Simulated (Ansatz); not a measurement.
Ansatz (a first-principles code) input (HF/3-21G): The .json file is the Basis Set Exchange's 3-21G.

Ansatz 0.2 input:
```yaml
crystal:
  periodic: [false, false, false]
  atoms:
    - {symbol: B, position_ang: [-0.00000000, 0.00000000, -0.00000000]}
    - {symbol: H, position_ang: [-1.14779818, -0.10553907, -0.28636361]}
    - {symbol: H, position_ang: [0.42825668, -0.56317180, 0.95394811]}
    - {symbol: H, position_ang: [0.71954149, 0.66871087, -0.66758451]}
basis:
  gaussian:
    orbitals: 3-21G.json
hamiltonian:
  xc: {name: HF}
phonons: {temperatures: {t_min: 298.15, t_max: 298.15, t_step: 100}}
```

Output:

```
Functional definition: HF
integrals: 0.00 GiB planned
198 factors; integrals over basis functions are off by at most 6.2e-4 eV
mean field: 0.03 GiB planned
mean field evaluation 1: about -713.6420 eV, gradient 8.4e0 eV
mean field evaluation 2: about -713.6391 eV, gradient 8.4e0 eV
mean field evaluation 4: about -713.9532 eV, gradient 1.9e-1 eV
mean field evaluation 8: about -713.9533 eV, gradient 1.2e-4 eV
mean field -713.95334883 eV, -26.2373016347 hartree, gradient 1.7e-5 eV, S^2 0.000000; 0 other end points of the search recorded, 0 dependent functions left out
the calculation of the forces begins
reference -713.95334883 eV, -26.2373016347 hartree; 4, 4 occupied and 11, 11 virtual orbitals, 198 factors
these checks for a lower state are left out or cut short: stability, starts, cluster_reference, orbital_swaps, neighbouring_geometries, increment
integrals: 0.00 GiB planned
198 factors; integrals over basis functions are off by at most 6.2e-4 eV
mean field: 0.03 GiB planned
mean field evaluation 16: about -713.9532 eV, gradient 2.1e-5 eV
mean field -713.95324462 eV, -26.2372978051 hartree, gradient 6.6e-7 eV, S^2 0.000000; 0 other end points of the search recorded, 0 dependent functions left out
the calculation of the forces begins
reference -713.95324462 eV, -26.2372978051 hartree; 4, 4 occupied and 11, 11 virtual orbitals, 198 factors
these checks for a lower state are left out or cut short: stability, starts, cluster_reference, orbital_swaps, neighbouring_geometries, increment
integrals: 0.00 GiB planned
198 factors; integrals over basis functions are off by at most 6.2e-4 eV
mean field: 0.03 GiB planned
mean field -713.95324491 eV, -26.2372978156 hartree, gradient 6.6e-7 eV, S^2 0.000000; 0 other end points of the search recorded, 0 dependent functions left out
the calculation of the forces begins
reference -713.95324491 eV, -26.2372978156 hartree; 4, 4 occupied and 11, 11 virtual orbitals, 198 factors
these checks for a lower state are left out or cut short: stability, starts, cluster_reference, orbital_swaps, neighbouring_geometries, increment
integrals: 0.00 GiB planned
198 factors; integrals over basis functions are off by at most 6.2e-4 eV
mean field: 0.03 GiB planned
mean field evaluation 32: about -713.9533 eV, gradient 6.6e-7 eV
mean field -713.95331624 eV, -26.2373004368 hartree, gradient 6.6e-7 eV, S^2 0.000000; 0 other end points of the search recorded, 0 dependent functions left out
the calculation of the forces begins
reference -713.95331624 eV, -26.2373004368 hartree; 4, 4 occupied and 11, 11 virtual orbitals, 198 factors
these checks for a lower state are left out or cut short: stability, starts, cluster_reference, orbital_swaps, neighbouring_geometries, increment
integrals: 0.00 GiB planned
198 factors; integrals over basis functions are off by at most 6.2e-4 eV
mean field: 0.03 GiB planned
mean field -713.95331632 eV, -26.2373004397 hartree, gradient 1.1e-6 eV, S^2 0.000000; 0 other end points of the search recorded, 0 dependent functions left out
the calculation of the forces begins
reference -713.95331632 eV, -26.2373004397 hartree; 4, 4 occupied and 11, 11 virtual orbitals, 198 factors
these checks for a lower state are left out or cut short: stability, starts, cluster_reference, orbital_swaps, neighbouring_geometries, increment
integrals: 0.00 GiB planned
198 factors; integrals over basis functions are off by at most 6.2e-4 eV
mean field: 0.03 GiB planned
mean field -713.95327640 eV, -26.2372989729 hartree, gradient 6.5e-7 eV, S^2 0.000000; 0 other end points of the search recorded, 0 dependent functions left out
the calculation of the forces begins
reference -713.95327640 eV, -26.2372989729 hartree; 4, 4 occupied and 11, 11 virtual orbitals, 198 factors
these checks for a lower state are left out or cut short: stability, starts, cluster_reference, orbital_swaps, neighbouring_geometries, increment
integrals: 0.00 GiB planned
198 factors; integrals over basis functions are off by at most 6.2e-4 eV
mean field: 0.03 GiB planned
mean field -713.95327701 eV, -26.2372989951 hartree, gradient 6.6e-7 eV, S^2 0.000000; 0 other end points of the search recorded, 0 dependent functions left out
the calculation of the forces begins
reference -713.95327701 eV, -26.2372989951 hartree; 4, 4 occupied and 11, 11 virtual orbitals, 198 factors
these checks for a lower state are left out or cut short: stability, starts, cluster_reference, orbital_swaps, neighbouring_geometries, increment
integrals: 0.00 GiB planned
198 factors; integrals over basis functions are off by at most 6.2e-4 eV
mean field: 0.03 GiB planned
mean field -713.95333605 eV, -26.2373011648 hartree, gradient 5.4e-7 eV, S^2 0.000000; 0 other end points of the search recorded, 0 dependent functions left out
the calculation of the forces begins
reference -713.95333605 eV, -26.2373011648 hartree; 4, 4 occupied and 11, 11 virtual orbitals, 198 factors
these checks for a lower state are left out or cut short: stability, starts, cluster_reference, orbital_swaps, neighbouring_geometries, increment
integrals: 0.00 GiB planned
198 factors; integrals over basis functions are off by at most 6.2e-4 eV
mean field: 0.03 GiB planned
mean field evaluation 64: about -713.9533 eV, gradient 2.4e-5 eV
mean field -713.95333608 eV, -26.2373011659 hartree, gradient 7.1e-7 eV, S^2 0.000000; 0 other end points of the search recorded, 0 dependent functions left out
the calculation of the forces begins
reference -713.95333608 eV, -26.2373011659 hartree; 4, 4 occupied and 11, 11 virtual orbitals, 198 factors
Total energy: -713.95334883 eV, -26.2373016347 hartree
Atom 0 at     0.000000     0.000000     0.000000 Å, force    -0.000000    -0.000000    -0.000000 eV/Å
Atom 1 at    -1.147798    -0.105539    -0.286364 Å, force    -0.000015    -0.000001    -0.000004 eV/Å
Atom 2 at     0.428257    -0.563172     0.953948 Å, force     0.000006    -0.000008     0.000013 eV/Å
Atom 3 at     0.719541     0.668711    -0.667585 Å, force     0.000010     0.000009    -0.000009 eV/Å
Dipole moment:     0.000000     0.000000     0.000000 e Å
Vibrations: 1212.91 1294.12 1294.12 2682.61 2809.97 2809.98 cm⁻¹, zero-point energy 0.750335 eV
```

The blocks after the first are displaced geometries, from whose forces the wavenumbers follow.
